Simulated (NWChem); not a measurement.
Correlation energy of GeSe

```xyz
2

Ge     0.0000     0.0000     1.1173
Se     0.0000     0.0000    -1.0516
```
Charge 0, spin multiplicity 1.

Program: NWChem. Structure: optimised with PBE/def2-SVP, a minimum by its harmonic frequencies.

Basis set: def2-SVP. Each correlation energy counts from its own Hartree-Fock reference.

```json
[
 {"method": "MP2", "correlation energy (mHa)": "-437.9", "difference from CCSD(T)": "+14.8"},
 {"method": "SCS-MP2", "correlation energy (mHa)": "-402.7", "difference from CCSD(T)": "+50.0"},
 {"method": "CR-CCSD[T]", "correlation energy (mHa)": "-450.0", "difference from CCSD(T)": "+2.6"},
 {"method": "CR-CCSD(T)", "correlation energy (mHa)": "-448.2", "difference from CCSD(T)": "+4.4"},
 {"method": "CCSD", "correlation energy (mHa)": "-434.6", "difference from CCSD(T)": "+18.0"},
 {"method": "CCSD+T(CCSD)", "correlation energy (mHa)": "-455.0", "difference from CCSD(T)": "-2.4"},
 {"method": "CCSD(T)", "correlation energy (mHa)": "-452.6", "difference from CCSD(T)": "0.0"}
]
```

The values span 52.3 mHa, from CCSD+T(CCSD) (lowest) to SCS-MP2 (highest). 

The Hamiltonian is non-relativistic. The correlated methods keep 18 core orbitals frozen. The structure started from a generated list of species. Differences from the coupled-cluster row are differences between methods, not errors against experiment.
